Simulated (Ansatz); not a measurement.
Reaction (ligand exchange at a B–C bond): `CCOB(C)F` + H–F → `CCOB(F)F` + CH₄

Computed with Ansatz on PBE0-D4/def2-TZVP structures; ΔE is electronic, products minus reactants. CCSD(T)/CBS is the MP2 limit (def2-TZVPP, def2-QZVPP) plus CCSD(T) − MP2 in def2-TZVPP, frozen cores. This one scheme is used for every species. DFT in def2-TZVPP. One conformer a species, not always the lowest.

`CCOB(C)F`:

Z-matrix (Å, degrees):
```
C
C 1 1.510
H 1 1.092 2 110.7
H 1 1.092 2 110.8 3 120.5
H 1 1.093 2 110.2 3 -119.9
O 2 1.424 1 110.9 3 -56.3
H 2 1.092 1 110.7 3 61.3
H 2 1.093 1 110.7 3 -178.8
B 6 1.348 2 122.4 1 -93.4
C 9 1.561 6 121.6 2 179.2
F 9 1.344 6 119.0 2 -0.9
H 10 1.094 9 110.3 6 121.1
H 10 1.090 9 112.4 6 -0.3
H 10 1.094 9 110.4 6 -121.9
```

H–F:

```xyz
2

F    -0.209    0.369    0.177
H     0.209   -0.369   -0.177
```

`CCOB(F)F`:

Z-matrix (Å, degrees):
```
C
C 1 1.509
H 1 1.091 2 110.7
H 1 1.092 2 111.0 3 -120.6
H 1 1.092 2 110.0 3 119.8
O 2 1.426 1 110.9 3 56.6
H 2 1.093 1 110.9 3 179.0
H 2 1.092 1 110.9 3 -60.8
B 6 1.338 2 121.9 1 93.1
F 9 1.329 6 122.9 2 1.4
F 9 1.321 6 119.5 2 -178.7
```

CH₄:

Cartesian coordinates in Å:
```
C 0.000 0.000 0.000
H 1.051 0.047 0.284
H -0.197 -0.944 -0.508
H -0.234 0.828 -0.669
H -0.621 0.068 0.893
```

Is it downhill or uphill in electronic energy at CCSD(T)/CBS, and by how much? (Best estimate.)

The calculation gave: Downhill: ΔE = -31.0 kcal/mol.

What do these levels give: PBE-D4, r2SCAN-D4, PBE0-D4, ωB97M-V, PBE, CCSD/def2-TZVPP, CCSD(T)/def2-TZVPP, HF/def2-QZVPP, MP2/def2-QZVPP, SCS-MP2/def2-QZVPP, MP2/CBS(def2), CCSD/CBS(def2)? (Estimate.)

The calculation gave: PBE-D4 -30.7, r2SCAN-D4 -33.5, PBE0-D4 -31.3, ωB97M-V -32.5, PBE -31.4, CCSD/def2-TZVPP -32.8, CCSD(T)/def2-TZVPP -32.1, HF/def2-QZVPP -37.9, MP2/def2-QZVPP -31.1, SCS-MP2/def2-QZVPP -32.2, MP2/CBS(def2) -30.5, CCSD/CBS(def2) -31.6 kcal/mol.

Largest T1 diagnostic among the species: 0.012.

In def2-TZVPP, CCSD(T) changes the Hartree–Fock value by +5.7 kcal/mol (the triples alone add +0.6 kcal/mol) and MP2 by +6.1 kcal/mol. The D4 term adds +1.1 kcal/mol with B3LYP and +0.6 kcal/mol with PBE0; it sums over pairs of atoms, weighted by their polarisabilities, and B3LYP, whose exchange is more repulsive, gets the larger term.

B3LYP here is the variant with VWN-RPA as its local correlation; programs differ in this.
